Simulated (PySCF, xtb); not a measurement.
Ge(H)3(OMe) (CH6GeO), SMILES C[O][GeH3].

Harmonic wavenumbers (cm⁻¹) from GFN2-xTB (xtb 6.7.1) at its own minimum, in rising order: 105, 160, 186, 495, 568, 606, 751, 788, 835, 1063, 1132, 1143, 1418, 1484, 1487, 1921, 1975, 2117, 2930, 2943, 2982.

**Question.** What does ωB97X-D3(BJ)/def2-SVP (PySCF) give at its own minimum? (An estimate is asked for; the answer gives what the named calculation found.)

**Answer.** 122, 134, 226, 638, 648, 678, 880, 882, 907, 1165, 1186, 1214, 1482, 1485, 1490, 2167, 2176, 2229, 3002, 3071, 3137. Paired by order, the mean absolute difference is 90 cm⁻¹ and the zero-point energies are 38.7 and 41.3 kcal/mol.
